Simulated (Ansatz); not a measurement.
## A family of molecules: the dipole moment

One atom is swapped for its congeners: C2H3ClF2 `CC(F)(F)Cl`; C2H3Cl2F (1,1-dichloro-1-fluoroethane) `CC(F)(Cl)Cl`; C2H3ClFI `CC(F)(Cl)I`. The Br member is missing. All are singlets with charge 0.

Shapes, held fixed at every level: PBE0-D4/def2-TZVP. Programs: Ansatz 0.2.0. Values in D.

| level | C2H3ClF2 | C2H3Cl2F | C2H3ClFI |
| --- | --- | --- | --- |
| PBE-D4/def2-TZVPP | 2.06 | 1.91 | 1.80 |
| r2SCAN-D4/def2-TZVPP | 2.17 | 2.02 | 1.91 |
| B3LYP-D4/def2-TZVPP | 2.15 | 1.97 | 1.84 |
| wB97M-V/def2-TZVPP | 2.15 | 1.97 | 1.83 |
| measured | 2.14 | – | – |

At wB97M-V/def2-TZVPP the dipole moment falls at every step, from 2.15 to 1.83 D. Every level shows the same order. Measured values: NIST CCCBDB. For atoms past krypton def2 sets carry core potentials with scalar relativity.
